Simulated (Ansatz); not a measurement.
Reaction (ligand exchange at a Ge–O bond): `C[O][GeH]([Cl])[O]C` + H–F → `C[O][GeH]([F])[Cl]` + CH₃OH

Gas-phase electronic energies from Ansatz, PBE0-D4/def2-TZVP geometries. CCSD(T)/CBS adds triple-zeta CCSD(T) − MP2 to the extrapolated MP2 energy (def2 sets, frozen cores). This one scheme is used for every species. DFT in def2-TZVPP. For Ge outer-core shells are correlated without core-valence functions, which leaves a few kJ/mol of doubt a bond. Scalar relativity is left out up to krypton. One conformer a species, not always the lowest.

| level | ΔE (kJ/mol) |
| --- | --- |
| B2PLYP | -23.6 |
| r2SCAN | -25.5 |
| CCSD/def2-TZVPP | -17.3 |
| CCSD/CBS(def2) | -16.0 |

What does CCSD(T)/CBS give? (Best estimate.)

Ansatz gave: -13.3 kJ/mol. The listed levels differ from it by -10.3, -12.2, -4.0, -2.7 kJ/mol.

Largest T1 diagnostic among the species: 0.012.

The D4 term adds +10.3 kJ/mol with B3LYP and +5.9 kJ/mol with PBE0; it sums over pairs of atoms, weighted by their polarisabilities, and B3LYP, whose exchange is more repulsive, gets the larger term. In def2-TZVPP, CCSD(T) changes the Hartree–Fock value by +18.9 kJ/mol (the triples alone add +2.8 kJ/mol) and MP2 by +22.8 kJ/mol.

B3LYP here is the variant with VWN-RPA as its local correlation; programs differ in this.
